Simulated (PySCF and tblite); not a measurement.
The numbers below are computed, except where a source is named.
System: C3H3BrO2, numbered as in [O:1]=[CH:2]/[C:3]([Br:4])=[CH:5]\[OH:6].

Motion: rotation about the C2–C3 bond (torsion O1–C2–C3–Br4 from -180° to 0°, rising). GFN2-xTB gives an electronic barrier of 15.7 kcal/mol and a reaction energy of 9.2 kcal/mol.

Spin–orbit effects of heavy atoms on shieldings are missing.

BHandHLYP/pcSseg-1 + D3(BJ) on PBE0-D3(BJ)/def2-SVP geometries gives 19.0 kcal/mol and k(298 K) = 0.67 s⁻¹.

Problem. What does PBE0/6-31G* + D3(BJ) give on PBE0-D3(BJ)/def2-SVP geometries?

Solution. A barrier of 22.0 kcal/mol, 3.0 above the first DFT barrier (from unrounded values), a reaction energy of 12.2 kcal/mol and, with GFN2-xTB thermal terms, ΔG‡(298 K) = 21.1 kcal/mol and k = 0.004 s⁻¹ (2 equivalent paths).

Programs: tblite and PySCF.
